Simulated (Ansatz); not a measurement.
Reaction (redistribution): `[CH3][SbH2]` + `C[S][AlH][GeH3]` → `C[S][SbH2]` + `[CH3][AlH][GeH3]`

Program: Ansatz. Geometries: PBE0-D4/def2-TZVP. ΔE: electronic, gas phase. CCSD(T)/CBS adds triple-zeta CCSD(T) − MP2 to the extrapolated MP2 energy (def2 sets, frozen cores). Elements past krypton have def2 core potentials. For Ge, Sb outer-core shells are correlated without core-valence functions, which leaves a few kJ/mol of doubt a bond. Scalar relativity is left out up to krypton. Each species was taken in one conformer, which may not be the lowest.

```json
{"species": "`[CH3][SbH2]`", "CCSD/CBS(def2) energy (Eh)": "-281.03787"}
{"species": "`C[S][AlH][GeH3]`", "CCSD/CBS(def2) energy (Eh)": "-2758.16683"}
{"species": "`C[S][SbH2]`", "CCSD/CBS(def2) energy (Eh)": "-678.82190"}
{"species": "`[CH3][AlH][GeH3]`", "CCSD/CBS(def2) energy (Eh)": "-2360.36313"}
```

Q: Work out ΔE.

A: ΔE = (-678.82190) + (-2360.36313) − (-281.03787) − (-2758.16683) = 0.01967 Eh = +51.6 kJ/mol. CCSD(T)/CBS gives +52.8 kJ/mol.

Largest T1 diagnostic among the species: 0.013.

In def2-TZVPP, CCSD(T) changes the Hartree–Fock value by +7.1 kJ/mol (the triples alone add +1.2 kJ/mol) and MP2 by +6.6 kJ/mol.
